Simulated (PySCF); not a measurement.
# Correlation energy of Ca (calcium, neutral)

[Ar] 4s2, closed-shell 1S. Computed with PySCF 2.14 in aug-cc-pVDZ-X2C (6s5p3d, 36 functions), with scalar relativity by spin-free X2C-1e. Frozen: [Ar]; 2 electrons correlated.

Total MP2 correlation energy: -17.55 mhartree.

Same-spin part 0.00 and opposite-spin part -17.55 mhartree; SCS-MP2 scales them by 1/3 and 6/5 to -21.06 mhartree.

With two correlated electrons CCSD is exact within the correlated space (frozen core and kept virtual orbitals).

| level | correlation energy (mhartree) |
| --- | --- |
| CCSD | -27.93 |

Diagnostics: T1 = 0.016, D1 = 0.0223, largest double amplitude 0.077.

Cost of the coupled-cluster step: 0.08 s of wall time on 1 thread of Neoverse-V1 (shared host), for 2 correlated electrons.

Iterations:

```
CC2 = 0
CCSD nocc = 1, nmo = 27
frozen orbitals [0, 1, 2, 3, 4, 5, 6, 7, 8]
max_cycle = 100
direct = 0
conv_tol = 1e-08
conv_tol_normt = 1e-06
diis_space = 8
diis_start_cycle = 0
Init t2, MP2 energy = -679.646770187834  E_corr(MP2) -0.0175500327509641
Init E_corr(CCSD) = -0.0175500327768599
cycle = 1  E_corr(CCSD) = -0.0236088791162471  dE = -0.00605884634  norm(t1,t2) = 0.0571962
cycle = 2  E_corr(CCSD) = -0.0259046467088138  dE = -0.00229576759  norm(t1,t2) = 0.0269919
cycle = 3  E_corr(CCSD) = -0.0278804974346619  dE = -0.00197585073  norm(t1,t2) = 0.0143729
cycle = 4  E_corr(CCSD) = -0.027901176070095  dE = -2.06786354e-05  norm(t1,t2) = 0.00316013
cycle = 5  E_corr(CCSD) = -0.0279435450820372  dE = -4.23690119e-05  norm(t1,t2) = 0.00086908
cycle = 6  E_corr(CCSD) = -0.0279262282802603  dE = 1.73168018e-05  norm(t1,t2) = 0.000157037
cycle = 7  E_corr(CCSD) = -0.0279333687818325  dE = -7.14050157e-06  norm(t1,t2) = 5.2864e-05
cycle = 8  E_corr(CCSD) = -0.0279330684280737  dE = 3.00353759e-07  norm(t1,t2) = 1.1291e-05
cycle = 9  E_corr(CCSD) = -0.0279328670167051  dE = 2.01411369e-07  norm(t1,t2) = 2.91602e-06
cycle = 10  E_corr(CCSD) = -0.0279329976491106  dE = -1.30632406e-07  norm(t1,t2) = 1.00846e-06
cycle = 11  E_corr(CCSD) = -0.0279329909212587  dE = 6.72785188e-09  norm(t1,t2) = 9.00438e-08
CCSD converged
E(CCSD) = -679.6571531460048  E_corr = -0.02793299092125875
```
